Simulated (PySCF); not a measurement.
SMILES [CH3][Al]([CH3])[CH2][SiH2]C at its GFN2-xTB optimised geometry (Å):

```
19

Si    -1.4038    -1.4075     0.0000
C     -1.9618     0.4081     0.0000
C      0.4984    -1.4075     0.0000
Al     1.1681     0.0869     1.1517
C      2.1007     1.6258     0.2938
C      0.8430     0.0134     3.1167
H     -1.9734    -2.0792    -1.1819
H     -1.9450    -2.0709     1.1973
H     -3.0329     0.5133     0.1367
H     -1.6970     0.9032    -0.9296
H     -1.4670     0.9480     0.8090
H      0.8477    -1.2624    -1.0301
H      0.8462    -2.4020     0.2977
H      1.4950     2.1123    -0.4788
H      3.0329     1.3279    -0.1992
H      2.3658     2.4020     1.0203
H      0.2717    -0.8770     3.4017
H      0.2818     0.8788     3.4868
H      1.7715    -0.0098     3.6980
```

Calculation: CAM-B3LYP/def2-SVP (PySCF). Cells within 0.4 Å of a nucleus heavier than hydrogen are left out (blank, or x).

Map of the electrostatic potential (hartree/e), clipped to [-0.08, 0.12] on the plane z = 0.0 Å:

```
|0000000000000000000000000000000|
|0000000000000000000000000000000|
|0000000000000000000000000000000|
|0000000000111100000000000000000|
|0000000001111110000000000000000|
|0000000001111111000000000000000|
|0000000001111111100000000000000|
|0000000000111111111211000000000|
|0111100000111111125999510000000|
|1111110000111111139999962100000|
|111111111122222223999x999411000|
|111112223675333333799x999921111|
|1111259999998445567999999821111|
|1112399999x99556999999898421111|
|111239999xx99767999995332211111|
|1111269999999867999996322111111|
|1111124599999988999996422111111|
|0111112599999999999854322111111|
|00111136999x9999xx9832222111111|
|00001137999xx999xx9921111111111|
|0000012599999999999711111111111|
|0000001389999999999710111111111|
|0000000137999954999721111111111|
|0000000012466532599411111111111|
|0000000001122211233211111111111|
|0000000000011111111111111111111|
|0000000000000011111111111111111|
|0000000000000000011111111111111|
|0000000000000000000000000111000|
|0000000000000000000000000000000|
|0000000000000000000000000000000|
```
Scale: ten equal steps from -0.011 (start of '0') to 0.120 (end of '9'), in the order '0123456789'; x runs from -5.50 to 5.50, y from -5.50 (bottom) to 5.50 (top).
